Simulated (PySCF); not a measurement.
## Assignment exercise: C6H10N2Si

Geometry:
| atom | x (Å) | y (Å) | z (Å) |
| --- | --- | --- | --- |
| C1 | -3.321 | 0.084 | -0.993 |
| C2 | -2.688 | 0.706 | -0.006 |
| C3 | -1.254 | 0.603 | 0.255 |
| N4 | -0.650 | 1.188 | 1.205 |
| C5 | -0.342 | -0.212 | -0.585 |
| Si6 | 1.340 | 0.083 | 0.269 |
| C7 | 2.604 | -0.949 | -0.774 |
| C8 | 3.908 | -0.803 | -0.221 |
| N9 | 4.946 | -0.668 | 0.244 |
| H10 | -2.804 | -0.557 | -1.688 |
| H11 | -4.382 | 0.193 | -1.143 |
| H12 | -3.239 | 1.343 | 0.677 |
| H13 | -1.215 | 1.766 | 1.824 |
| H14 | -0.656 | -1.255 | -0.582 |
| H15 | -0.375 | 0.128 | -1.619 |
| H16 | 1.771 | 1.471 | 0.146 |
| H17 | 1.371 | -0.493 | 1.610 |
| H18 | 2.346 | -2.009 | -0.771 |
| H19 | 2.630 | -0.610 | -1.810 |

Computed data (PySCF): geometry: GFN2-xTB, shielding tensors at PBE0/pcSseg-1 (GIAO). Non-relativistic Hamiltonian, no solvent, single conformer, equivalent nuclei averaged.

Scale: $^{13}$C and $^{1}$H against TMS (reference shieldings calculated alike).

(1) Assign these signals to the numbered atoms. $^{13}$C{$^{1}$H} NMR (computed): δ 183.1, 143.2, 134.3, 123.8, 22.6, 0.8.

(2) Assign these signals to the numbered atoms. $^{1}$H NMR (400 MHz, computed): δ 9.87 (br s, 1H), 6.48 (m, 1H), 6.11 (m, 1H), 6.09 (m, 1H), 4.68 (m, 2H), 1.99 (t, 2H), 1.26 (t, 2H).

## Answers

(1) 
```tsv
δ (ppm)	atoms	environment	reason
183.1	C3	carbon bonded to 2 C, N	–
143.2	C2	carbon bonded to 2 C, H	–
134.3	C1	carbon bonded to C, 2 H	–
123.8	C8	carbon bonded to C, N	–
22.6	C5	carbon bonded to C, Si, 2 H	–
0.8	C7	carbon bonded to C, Si, 2 H	–
```

(2) 
9.87 → H13, hydrogen on a nitrogen bonded to C
6.48 → H12, hydrogen on a carbon bonded to 2 C
6.11 → H10, hydrogen on a carbon bonded to C
6.09 → H11, hydrogen on a carbon bonded to C
4.68 → H16/H17, hydrogen on a silicon bonded to 2 C
1.99 → H14/H15, hydrogen on a carbon bonded to C, Si
1.26 → H18/H19, hydrogen on a carbon bonded to C, Si

H10 and H11 lie closer than the usual error of such a calculation, so a measured spectrum could show them in the other order.

The OH or NH signal is concentration- and solvent-dependent in practice; the value given is the gas-phase one. Shifts are as computed. Against solution values, carbons near 30 ppm lie about +3 ppm off and those near 130 ppm about +5 ppm. Of 1211 compounds with measured shifts, 218 miss one by over three times the rms of a fit or turn the order of signals round; such compounds aren't used in these exercises. No couplings were computed; multiplicities are counted from neighbouring protons, with m where these are inequivalent, close in shift, in a saturated or five-membered ring or joined by F or P, and br s for small geminal =CH2 splittings.
